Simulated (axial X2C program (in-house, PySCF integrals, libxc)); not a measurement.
## NaRb: computed against measured constants

All values were computed with an in-house relativistic program for diatomic molecules. Spin-free means the one-electron spin-free X2C Hamiltonian; two-component (2c) means X2C with spin–orbit coupling and atomic mean-field two-electron Coulomb and Gaunt terms, so the difference of the two also holds small scalar two-electron terms. Basis: Rb dyall-cv3z [12s13p8d4f1g], Na dyall-cv3z [9s8p5d2f] (cores contracted in-house); Gaussian nuclei, density fitting, unrestricted open shells. Masses: Rb 84.912 u, Na 22.990 u.

| Hamiltonian | level | ωe (cm⁻¹) | De (eV) |
| --- | --- | --- | --- |
| spin-free | PBE0 | 106.7 | 0.584 |
| spin-free | HF | 101.0 | -0.074 |
| spin-free | MP2 | 108.9 | 0.394 |
| spin-free | CCSD | 105.5 | 0.575 |
| spin-free | CCSD(T) | 104.7 | 0.597 |
| spin-free | LDA | 110.1 | 0.756 |
| 2c | PBE0 | 106.7 | 0.584 |
| 2c | HF | 101.0 | -0.074 |
| 2c | MP2 | 108.9 | 0.394 |
| 2c | CCSD | 105.4 | 0.575 |
| 2c | CCSD(T) | 104.5 | 0.597 |
| 2c | LDA | 110.2 | 0.757 |

De refers to Rb + Na.

Correlated methods: 10 electrons correlated (number of frozen shells: Rb 3 s, 2 p, 1 d; Na 2 s, 1 p), 284 virtual spin orbitals or spinors in MP2, 90 natural virtuals in coupled cluster.

Measured (Huber and Herzberg, Constants of Diatomic Molecules, 1979; state 1Σ): ωe (cm⁻¹) 106.64.

Question: Work out the error of each level, computed minus measured.

Answer: 

```tsv
Hamiltonian	level	ωe (cm⁻¹)
spin-free	PBE0	0.1
spin-free	HF	-5.6
spin-free	MP2	2.3
spin-free	CCSD	-1.1
spin-free	CCSD(T)	-1.9
spin-free	LDA	3.5
2c	PBE0	0.1
2c	HF	-5.6
2c	MP2	2.3
2c	CCSD	-1.2
2c	CCSD(T)	-2.1
2c	LDA	3.6
```

One determinant describes the state; a PBE0 search over occupations chose it and may have missed a lower one. The closed shell is kept restricted, so the energy runs too high when the bond is stretched far. Dissociation energies refer to the lowest single-determinant-based atoms at the same level and basis. Coupled cluster ran in a truncated set of natural virtual spinors; the MP2 energy of the rest was added. (T) has no such correction and the atoms are truncated less, which lowers De at CCSD(T) by a hundredth of an eV or more. With the outer-core shells frozen, correlated bond lengths of heavy atoms tend to come out a few hundredths of an ångström too long.
